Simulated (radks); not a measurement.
The numbers below are computed, except where a source is named.
Question: Ionisation of the lutetium ion Lu3+, [Xe] 4f14, to Lu4+, [Xe] 4f13, under several functionals. Scalar-relativistic Kohn-Sham, spin-polarised, spherical densities, finite nucleus; open shells are filled with parallel spins first (spin-orbit coupling, left out, can overturn this in heavy ions); a radial shooting solver on a logarithmic mesh with Libxc functionals. The NIST Atomic Spectra Database gives 45.25 eV (semi-empirical). Rank these functionals by the error of their Delta-SCF ionisation energy: AM05; HCTH/407; r2SCAN; OLYP; LDA (Slater exchange, Perdew-Wang correlation); LDA (Slater exchange, Perdew-Zunger correlation); PBE; revPBE.

Answer: From best to worst: revPBE 46.426 eV (+1.177); r2SCAN 46.430 eV (+1.181); PBE 46.499 eV (+1.250); AM05 46.617 eV (+1.368); LDA (Slater exchange, Perdew-Zunger correlation) 46.882 eV (+1.633); LDA (Slater exchange, Perdew-Wang correlation) 46.882 eV (+1.633); OLYP 47.023 eV (+1.774); HCTH/407 47.740 eV (+2.491). Open shells are spherical and high-spin; term and fine-structure splittings are not resolved. Spin-orbit splitting is averaged out at the scalar-relativistic level.
